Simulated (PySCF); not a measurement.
B3LYP has the VWN-RPA correlation part, as in Gaussian. 

Z-matrix (Å, degrees):
```
In
H 1 1.7731
H 1 1.7732 2 119.91
```
Charge 0, spin multiplicity 2.

Q: Estimate the total energy, dipole moment and highest occupied spin orbital that B3LYP-D3(BJ)/def2-TZVP (PySCF) returns for this input.

A: 
```
Quantity                              Value
-----------------------------  ------------
total energy                   -191.3488 Ha
dipole moment                        0.54 D
highest occupied spin orbital      -5.28 eV
```
